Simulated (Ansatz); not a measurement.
Ansatz (a first-principles code) input (B3LYP-D3(BJ)/def2-TZVP):

Ansatz 0.2 input:
```yaml
crystal:
  periodic: [false, false, false]
  atoms:
    - {symbol: In, position_ang: [0.00000000, 0.00000000, 0.00000000]}
    - {symbol: O, position_ang: [-0.00000000, -0.00000000, -1.87774827]}
    - {symbol: O, position_ang: [0.00000000, 0.00000000, 1.87774827]}
basis:
  gaussian:
    orbitals: def2-TZVP
hamiltonian:
  xc: b3lyp
  dispersion: d3bj
magnetization: {spin_polarized: true, initial_magnetization: 1}
phonons: {temperatures: {t_min: 298.15, t_max: 298.15, t_step: 100}}
```

Output:

```
Functional definition: B3LYP
integrals: 0.03 GiB planned
767 factors; their error is unknown
mean field: 0.42 GiB planned
mean field evaluation 1: about -9256.6704 eV, gradient 5.5e1 eV
mean field evaluation 2: about -9177.3508 eV, gradient 1.3e2 eV
mean field evaluation 4: about -9268.0901 eV, gradient 2.1e0 eV
mean field evaluation 8: about -9268.1113 eV, gradient 2.3e-1 eV
mean field evaluation 16: about -9268.1569 eV, gradient 5.0e-5 eV
mean field evaluation 32: about -9267.5705 eV, gradient 4.8e0 eV
mean field -9268.15689452 eV, -340.5984836911 hartree, gradient 1.3e-5 eV, S^2 0.799548; 3 other end points of the search recorded, 0 dependent functions left out
the calculation of the forces begins
reference -9268.15713910 eV, -340.5984926793 hartree; 19, 18 occupied and 93, 94 virtual orbitals, 767 factors
these checks for a lower state are left out or cut short: stability, starts, cluster_reference, orbital_swaps, neighbouring_geometries, increment
integrals: 0.03 GiB planned
767 factors; their error is unknown
mean field: 0.42 GiB planned
mean field -9268.15688716 eV, -340.5984834207 hartree, gradient 2.7e-6 eV, S^2 0.799549; 0 other end points of the search recorded, 0 dependent functions left out
the calculation of the forces begins
reference -9268.15713174 eV, -340.5984924089 hartree; 19, 18 occupied and 93, 94 virtual orbitals, 767 factors
these checks for a lower state are left out or cut short: stability, starts, cluster_reference, orbital_swaps, neighbouring_geometries, increment
integrals: 0.03 GiB planned
767 factors; their error is unknown
mean field: 0.42 GiB planned
mean field -9268.15688716 eV, -340.5984834207 hartree, gradient 2.7e-6 eV, S^2 0.799549; 0 other end points of the search recorded, 0 dependent functions left out
the calculation of the forces begins
reference -9268.15713174 eV, -340.5984924089 hartree; 19, 18 occupied and 93, 94 virtual orbitals, 767 factors
these checks for a lower state are left out or cut short: stability, starts, cluster_reference, orbital_swaps, neighbouring_geometries, increment
integrals: 0.03 GiB planned
767 factors; their error is unknown
mean field: 0.42 GiB planned
mean field -9268.15688645 eV, -340.5984833947 hartree, gradient 2.3e-6 eV, S^2 0.799548; 0 other end points of the search recorded, 0 dependent functions left out
the calculation of the forces begins
reference -9268.15713103 eV, -340.5984923829 hartree; 19, 18 occupied and 93, 94 virtual orbitals, 767 factors
these checks for a lower state are left out or cut short: stability, starts, cluster_reference, orbital_swaps, neighbouring_geometries, increment
integrals: 0.03 GiB planned
767 factors; their error is unknown
mean field: 0.42 GiB planned
mean field evaluation 64: about -9268.1569 eV, gradient 2.3e-6 eV
mean field -9268.15688645 eV, -340.5984833947 hartree, gradient 2.3e-6 eV, S^2 0.799548; 0 other end points of the search recorded, 0 dependent functions left out
the calculation of the forces begins
reference -9268.15713103 eV, -340.5984923829 hartree; 19, 18 occupied and 93, 94 virtual orbitals, 767 factors
these checks for a lower state are left out or cut short: stability, starts, cluster_reference, orbital_swaps, neighbouring_geometries, increment
integrals: 0.03 GiB planned
767 factors; their error is unknown
mean field: 0.42 GiB planned
mean field -9268.15684950 eV, -340.5984820367 hartree, gradient 1.6e-6 eV, S^2 0.799500; 0 other end points of the search recorded, 0 dependent functions left out
the calculation of the forces begins
reference -9268.15709408 eV, -340.5984910248 hartree; 19, 18 occupied and 93, 94 virtual orbitals, 767 factors
these checks for a lower state are left out or cut short: stability, starts, cluster_reference, orbital_swaps, neighbouring_geometries, increment
integrals: 0.03 GiB planned
767 factors; their error is unknown
mean field: 0.42 GiB planned
mean field -9268.15684950 eV, -340.5984820367 hartree, gradient 1.6e-6 eV, S^2 0.799500; 0 other end points of the search recorded, 0 dependent functions left out
the calculation of the forces begins
reference -9268.15709408 eV, -340.5984910248 hartree; 19, 18 occupied and 93, 94 virtual orbitals, 767 factors
these checks for a lower state are left out or cut short: stability, starts, cluster_reference, orbital_swaps, neighbouring_geometries, increment
integrals: 0.03 GiB planned
767 factors; their error is unknown
mean field: 0.41 GiB planned
mean field -9268.15689268 eV, -340.5984836236 hartree, gradient 1.5e-6 eV, S^2 0.799548; 0 other end points of the search recorded, 0 dependent functions left out
the calculation of the forces begins
reference -9268.15713726 eV, -340.5984926118 hartree; 19, 18 occupied and 93, 94 virtual orbitals, 767 factors
these checks for a lower state are left out or cut short: stability, starts, cluster_reference, orbital_swaps, neighbouring_geometries, increment
integrals: 0.03 GiB planned
767 factors; their error is unknown
mean field: 0.42 GiB planned
mean field -9268.15689268 eV, -340.5984836236 hartree, gradient 1.5e-6 eV, S^2 0.799548; 0 other end points of the search recorded, 0 dependent functions left out
the calculation of the forces begins
reference -9268.15713726 eV, -340.5984926118 hartree; 19, 18 occupied and 93, 94 virtual orbitals, 767 factors
these checks for a lower state are left out or cut short: stability, starts, cluster_reference, orbital_swaps, neighbouring_geometries, increment
integrals: 0.03 GiB planned
767 factors; their error is unknown
mean field: 0.42 GiB planned
mean field evaluation 96: about -9268.1569 eV, gradient 7.5e-2 eV
mean field -9268.15689250 eV, -340.5984836171 hartree, gradient 1.4e-6 eV, S^2 0.799548; 0 other end points of the search recorded, 0 dependent functions left out
the calculation of the forces begins
reference -9268.15713709 eV, -340.5984926053 hartree; 19, 18 occupied and 93, 94 virtual orbitals, 767 factors
these checks for a lower state are left out or cut short: stability, starts, cluster_reference, orbital_swaps, neighbouring_geometries, increment
integrals: 0.03 GiB planned
767 factors; their error is unknown
mean field: 0.42 GiB planned
mean field -9268.15689250 eV, -340.5984836171 hartree, gradient 1.4e-6 eV, S^2 0.799548; 0 other end points of the search recorded, 0 dependent functions left out
the calculation of the forces begins
reference -9268.15713709 eV, -340.5984926053 hartree; 19, 18 occupied and 93, 94 virtual orbitals, 767 factors
these checks for a lower state are left out or cut short: stability, starts, cluster_reference, orbital_swaps, neighbouring_geometries, increment
integrals: 0.03 GiB planned
767 factors; their error is unknown
mean field: 0.42 GiB planned
mean field -9268.15682838 eV, -340.5984812605 hartree, gradient 2.0e-6 eV, S^2 0.799421; 0 other end points of the search recorded, 0 dependent functions left out
the calculation of the forces begins
reference -9268.15707297 eV, -340.5984902493 hartree; 19, 18 occupied and 93, 94 virtual orbitals, 767 factors
these checks for a lower state are left out or cut short: stability, starts, cluster_reference, orbital_swaps, neighbouring_geometries, increment
integrals: 0.03 GiB planned
767 factors; their error is unknown
mean field: 0.42 GiB planned
mean field -9268.15685663 eV, -340.5984822987 hartree, gradient 2.3e-6 eV, S^2 0.799652; 0 other end points of the search recorded, 0 dependent functions left out
the calculation of the forces begins
reference -9268.15710119 eV, -340.5984912863 hartree; 19, 18 occupied and 93, 94 virtual orbitals, 767 factors
Total energy: -9268.22931178 eV, -340.6011449765 hartree
Atom 0 at     0.000000     0.000000     0.000000 Å, force     0.000000     0.000000     0.000000 eV/Å
Atom 1 at    -0.000000    -0.000000    -1.877748 Å, force    -0.000000    -0.000000    -0.000244 eV/Å
Atom 2 at     0.000000     0.000000     1.877748 Å, force     0.000000    -0.000000     0.000244 eV/Å
Dipole moment:     0.000000    -0.000000    -0.000000 e Å
Vibrations: 159.99 167.47 395.71 665.79 cm⁻¹, zero-point energy 0.086104 eV
```

It need not be the lowest isomer of its formula.
